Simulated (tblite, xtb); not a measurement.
C$_{6}$H$_{11}$O$_{3}$ (SMILES CO[CH]C(C)OC(C)=O), doublet, geometry from GFN2-xTB. Base run: GFN1-xTB (xtb 6.7.1).

Here is a job for xtb.
```
$ xtb mol.xyz --gfn 1 --uhf 1 --json

# file mol.xyz
20

C     -3.20383935     0.98605539     1.13980443
O     -2.08068920     0.16708962     0.94715693
C     -1.59411649     0.10472269    -0.32481753
C     -0.30965414    -0.59017706    -0.51748175
C     -0.17951966    -1.20651606    -1.90600350
O      0.77553047     0.38391117    -0.33977043
C      1.90906018    -0.04632216     0.20807192
C      2.90133935     1.08519261     0.33516714
O      2.11798786    -1.18148283     0.54726904
H     -4.05823285     0.62825410     0.55457970
H     -2.99213256     2.02298982     0.85692823
H     -3.44547922     0.93913629     2.20016232
H     -1.95606977     0.81447292    -1.05131116
H     -0.17519709    -1.35079682     0.26041720
H     -0.96891572    -1.93665837    -2.05785955
H      0.78356999    -1.70192818    -1.99899476
H     -0.25679782    -0.43217717    -2.66528802
H      2.38820189     2.00175577     0.60965457
H      3.38507604     1.23353705    -0.62826675
H      3.65372438     0.82753810     1.07428992
```

Programs used: tblite, xtb; a row that names a program was run with it.

Variants of this job, named by their change:

```csv
change,ΔE vs base (kcal/mol),dipole (D),SCF cycles
base,0.000,4.55,10
etemp = 3000,-0.136,4.62,10
alpb = methanol,-9.90,5.05,10
"program = tblite; method = gfn1; option = (--etemp, 2000)",-0.009,-,-
etemp = 10000,-18.67,4.74,11
file = coord,0.000,4.55,10
etemp = 5000,-1.59,4.79,10
acc = 0.0001,0.000,4.55,15
acc = 30,0.000,4.55,8
```

ALPB and GBSA are two models with their own fitted parameters for each solvent, which aren't always the measured dielectric constant.
